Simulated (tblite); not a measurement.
Compound: C₉H₁₈Ge.
Cartesian coordinates in Å at the GFN2-xTB level; atoms count from 1:
```xyz
28
C9H18Ge angstrom
C     -1.5628    1.8571   -0.4980
C     -1.7332    0.3578   -0.6736
C     -2.5166   -0.3068    0.4665
C     -1.9603   -1.7365    0.5889
C     -0.8957   -1.8594   -0.5034
C     -0.4232   -0.4251   -0.7105
Ge     0.9212    0.1153    0.6916
C      2.7234   -0.7331    0.4880
C      3.2285    0.5365   -0.2208
C      2.1970    1.5877    0.2240
H     -1.0515    2.0706    0.4417
H     -2.5304    2.3545   -0.4861
H     -0.9719    2.2698   -1.3135
H     -2.2605    0.1750   -1.6185
H     -2.3490    0.2470    1.3918
H     -3.5873   -0.3031    0.2645
H     -1.4993   -1.8795    1.5674
H     -2.7400   -2.4890    0.4745
H     -0.0901   -2.5362   -0.2162
H     -1.3435   -2.2359   -1.4268
H      0.0836   -0.3063   -1.6723
H      0.3481    0.1377    2.1142
H      3.2217   -0.8746    1.4455
H      2.8517   -1.6430   -0.0942
H      4.2571    0.7980    0.0314
H      3.1753    0.4026   -1.3013
H      2.5377    2.1300    1.1039
H      1.9494    2.3163   -0.5443
```

Computed with GFN2-xTB (tblite): harmonic, unscaled wavenumbers at the GFN2-xTB geometry, gas phase. This tight-binding method is rough: wavenumbers can miss measured ones by several per cent, in bad cases by 10 to 20. Modes of hydrogen on germanium can be 10 to 20 % off. One conformer, not necessarily the lowest.

Harmonic wavenumbers (cm⁻¹): 32.3, 64.6, 81.9, 92.8, 113.0, 161.2, 165.3, 239.4, 254.2, 332.5, 405.3, 439.8, 508.4, 529.5, 564.2, 574.6, 609.3, 646.7, 684.5, 687.8, 778.6, 824.3, 868.2, 874.3, 907.8, 952.8, 967.0, 968.0, 995.5, 1013.0, 1038.3, 1048.6, 1060.3, 1101.3, 1120.5, 1122.3, 1147.2, 1170.4, 1173.4, 1187.1, 1199.3, 1207.9, 1225.7, 1231.1, 1247.3, 1288.1, 1298.1, 1302.6, 1313.5, 1320.1, 1345.3, 1405.3, 1457.3, 1457.7, 1479.0, 1485.7, 1491.3, 1494.2, 1501.1, 1504.3, 1768.2, 2898.5, 2922.2, 2949.1, 2962.2, 2966.3, 2977.1, 2981.7, 2982.9, 2984.1, 2989.0, 2992.3, 2994.9, 2995.6, 3000.0, 3005.2, 3021.0, 3029.1.

A = 1851, B = 709.5, C = 598.6 MHz; mass 200.062 u (most abundant isotopes); point group C1, symmetry number 1.

Task: What is the zero-point energy?

Result: ½Σν̃ = 53590 cm⁻¹ = 153.22 kcal/mol.

Task: Give the ideal-gas entropy at 350 K and 1 bar in the rigid-rotor, harmonic-oscillator model (classical rotation).

Result: Translation 42.61, rotation 30.87, vibration 45.38: S = 118.9 cal/(mol K).

Task: And Cp and H(350 K) − H(0)?

Result: Cp = 56.06 cal/(mol K), of which vibrations give 48.11 (their classical limit is 78 R = 155.0); H(350 K) − H(0) = 10.93 kcal/mol without the zero-point energy, 8.15 from vibrations.

Task: Blend soft modes into free rotors: weight 1/[1 + (100 cm⁻¹/ν̃)⁴] for the oscillator and the rest for a rotor with moment μB/(μ + B), μ = h/(8π²ν), B = 10⁻⁴⁴ kg m². What vibrational entropy results?

Result: 41.10 cal/(mol K) in place of 45.38, which changes −T·S at 350 K by +1.50 kcal/mol.

Task: Which modes carry the vibrational entropy at 350 K?

Result: 32.3 cm⁻¹: 6.00; 64.6 cm⁻¹: 4.63; 81.9 cm⁻¹: 4.16; 92.8 cm⁻¹: 3.91; 113.0 cm⁻¹: 3.53; 161.2 cm⁻¹: 2.84 cal/(mol K); the other 72 give 20.31 together.

Task: How do the functions run with temperature in this model?

Result: 
| T (K) | S (cal/(mol K)) | Cp (cal/(mol K)) | H − H(0) (kcal/mol) | G − H(0) (kcal/mol) | ln q(vib) |
| --- | --- | --- | --- | --- | --- |
| 100 | 75.9 | 21.9 | 1.51 | -6.09 | 2.66 |
| 200 | 94.5 | 33.5 | 4.26 | -14.65 | 6.12 |
| 300 | 110.8 | 48.2 | 8.33 | -24.92 | 9.45 |
| 500 | 142.6 | 77.4 | 21.00 | -50.28 | 16.21 |
| 800 | 185.8 | 106.3 | 48.94 | -99.70 | 26.43 |
| 1000 | 210.9 | 118.9 | 71.52 | -139.43 | 32.99 |

q(vib) and H(0) count from the zero-point level.

Hindered rotation and anharmonicity are outside this model. Other conformers, if any are populated, would add a mixing term that is left out. The structure is chiral; the term R ln 2 for an equal mix with its mirror image is left out.

On an AMD EPYC with one thread, shared host with 64 logical CPUs at a one-minute load of 58, this took 3.9 s of wall time. This covers the Hessian and the dipole derivatives.
